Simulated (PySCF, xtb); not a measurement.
**Relative energy of two conformers of HOPTe**

We compare a, `OP=[Te]`, a singlet, with b, `OP=[Te]`, a singlet. Both are isolated molecules in the gas phase, relaxed with PBE-D3(BJ)/def2-SVP.

a (Å):

```yaml
atoms:
  - { symbol: O, position_ang: [-0.8851, -1.4045, -0.1148] }
  - { symbol: P, position_ang: [0.5449, -0.5624, -0.0113] }
  - { symbol: Te, position_ang: [0.4753, 1.2101, -1.5106] }
  - { symbol: H, position_ang: [-1.4933, -1.0083, -0.7809] }
```

b (Å):

```xyz
4

O     0.9233    1.2154    0.7147
P    -0.4108    0.5685   -0.0725
Te    0.3989   -0.8065   -1.7377
H     0.5901    1.8031    1.4275
```

Energies in hartree; the thermal terms are from GFN2-xTB frequencies at re-optimised GFN2-xTB minima (ideal gas, soft modes damped towards free rotors, one conformer each, 298.15 K, 1 atm) and include the zero-point energy:

```
                               a           b
E, CCSD(T)/def2-TZVP  −684.103883  −684.098934
   zero-point energy     0.014482     0.014519
        H(298 K) − E     0.019414     0.019519
        G(298 K) − E    −0.014188    −0.014223
```

Work out ΔE, ΔE₀, ΔH and ΔG for a → b in kcal/mol (1 Eh = 627.51 kcal/mol) and the equilibrium ratio [b]/[a].

1. ΔE = −684.098934 − (−684.103883) = +0.004949 Eh = +3.11 kcal/mol.
2. ΔE₀ = ΔE + ΔZPE = +0.004949 + (+0.000037) Eh = +3.13 kcal/mol.
3. ΔH = ΔE + (+0.000105) Eh = +3.17 kcal/mol.
4. ΔG = ΔE + (−0.000035) Eh = +3.08 kcal/mol, so ΔS = (ΔH − ΔG)/T = +1.2 J/(mol K).
5. kT = 0.9442 mEh, so K = [b]/[a] = exp(−ΔG/kT) = exp(−5.20) ≈ 0.0055.

Structure a is favoured at this temperature. An error of 1 kcal/mol in ΔG would change K by a factor of 5.4. Mirror images and further conformers aren't counted.

Other levels gave ΔE = +3.3 (PBE-D3(BJ)/def2-SVP); +3.6 (HF/def2-TZVP); +3.2 (MP2/def2-TZVP) kcal/mol. The correlated steps freeze 10 core orbitals; the filled d shell of Te is correlated, in a basis made for valence electrons. Atoms past krypton carry core potentials in the def2 sets, without spin–orbit terms. Programs: PySCF 2.14.0, xtb 6.7.1.
